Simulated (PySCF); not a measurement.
Compound: C5H7NS (charge +1 and doublet state).
SMILES with atom numbers: `[N:1]#[C:2][C@H:3]1[CH2:4][CH2:5][CH2:6][S+:7]1` (hydrogens: H8 on C3; H9, H10 on C4; H11, H12 on C5; H13, H14 on C6)

Cartesian coordinates in Å at the GFN2-xTB level; atoms count from 1:
```
atom  x, y, z in Å
N1     2.827   -0.041   -1.290
C2     2.091   -0.088   -0.424
C3     1.121   -0.086    0.655
C4     0.040    0.975    0.425
C5    -0.935    0.367   -0.576
C6    -1.226   -1.046   -0.091
S7     0.273   -1.696    0.661
H8     1.673    0.027    1.594
H9     0.481    1.899    0.048
H10   -0.459    1.195    1.371
H11   -1.853    0.950   -0.642
H12   -0.484    0.334   -1.570
H13   -1.556   -1.731   -0.875
H14   -1.994   -1.058    0.692
```

The hyperfine couplings belong to this conformer and change with its torsions.

Method: PySCF, UKS B3LYP, pcH-1 on C H N S, non-relativistic, mean-field spin-orbit, GIAO. The structure is a single GFN2-xTB conformer in the gas phase; no vibrational or solvent corrections. The geometry wasn't refined by DFT: couplings that depend on bond lengths, twists or pyramidal angles can differ widely from those at the functional's own minimum, by a factor of two or more for some ions and for spin on atoms past the first row. The SCF solution wasn't tested for stability.

What is the g tensor, term by term?

```tsv
Δg (ppt)	1	2	3
relativistic mass correction	-0.24	-0.24	-0.24
gauge correction	0.00	0.04	0.05
orbital Zeeman/spin–orbit	0.18	14.07	28.80
total	-0.06	13.86	28.60
```

So g = 2.00225, 2.01618, 2.03092 and g_iso = 2.01645; the tensor is rhombic: the two nearest values differ by 49 % of g3 − g1. 

What effective moment and Curie constant follow for a powder?

With the mean of g² = 4.0662 and S(S+1) = 0.75: μ_eff = √(⟨g²⟩S(S+1)) = 1.746 μB and χT = 0.12505·⟨g²⟩·S(S+1) = 0.381 cm³ K/mol (cgs; spin-Hamiltonian part alone).

What are the electron Larmor frequencies g μB B/h along the three axes at 3350 mT?

93.8806, 94.5334, 95.2245 GHz for g1, g2 and g3, a range of 1343.9 MHz.

How much does each term add to the isotropic shift?

The orbital-Zeeman/spin–orbit term 14.35, the mass correction -0.24 and the gauge correction 0.03 ppt, for a total of 14.13 ppt. The orbital-Zeeman/spin–orbit term is the largest in size. The mass correction is the same along every axis, so the anisotropy comes from the other two: their spans along these axes are 0.05 (gauge) and 28.62 ppt (orbital Zeeman/spin–orbit).

In a frozen sample, at which fields do the three g values resonate at 9.5, 34, 94 and 263 GHz (hyperfine left aside), and which band first spreads them over more than twice a line width of 0.3 mT?

```
band    GHz  B(g3) mT  B(g2) mT  B(g1) mT  spread mT
   X    9.5    334.21    336.65    338.99       4.78
   Q   34.0   1196.12   1204.86   1213.24      17.12
   W   94.0   3306.92   3331.10   3354.26      47.34
   J  263.0   9252.35   9319.98   9384.80     132.45
```

The spread grows in proportion to the frequency. X band is the first where it exceeds 0.6 mT.

The largest Mulliken spin population is on S7 (+0.89).

The HOMO–LUMO gaps are 7.83 eV among the α and 2.79 eV among the β orbitals.

Hardware: one thread, Arm Neoverse V2 (aarch64), no GPU (shared host). Cost: 72 s wall (grids of density and orbitals included), 1.0 GiB resident at most.
